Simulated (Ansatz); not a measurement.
`O[CH]([SiH3])[GeH3]` + `CC(=N)O` → `C/C(O)=N\[SiH3]` + `O[CH2][GeH3]`  (ligand exchange at the Si–C bond)

Gas-phase electronic energies from Ansatz, PBE0-D4/def2-TZVP geometries. CCSD(T)/CBS is the MP2 limit (def2-TZVPP, def2-QZVPP) plus CCSD(T) − MP2 in def2-TZVPP, frozen cores. DFT in def2-TZVPP. For Ge outer-core shells are correlated without core-valence functions, which leaves a few kJ/mol of doubt a bond. Scalar relativity is left out up to krypton. Each species was taken in one conformer, which may not be the lowest.

(1) Is it downhill or uphill in electronic energy at CCSD(T)/CBS, and by how much? (Estimate.)

(2) What do these levels give: PBE-D4, r2SCAN-D4, CCSD/def2-TZVPP, CCSD(T)/def2-TZVPP, SCS-MP2/def2-QZVPP, MP2/CBS(def2)? (Best estimate.)

Largest T1 diagnostic among the species: 0.013.

## Answers

(1) Computed: Downhill: ΔE = -0.56 eV.

(2) The calculation gave: PBE-D4 -0.52, r2SCAN-D4 -0.59, CCSD/def2-TZVPP -0.58, CCSD(T)/def2-TZVPP -0.56, SCS-MP2/def2-QZVPP -0.62, MP2/CBS(def2) -0.60 eV.

In def2-TZVPP, CCSD(T) changes the Hartree–Fock value by +0.19 eV (the triples alone add +0.02 eV) and MP2 by +0.14 eV. From PBE to PBE0 (25 % exact exchange), in def2-TZVPP and without D4, ΔE moves by −0.04 eV.
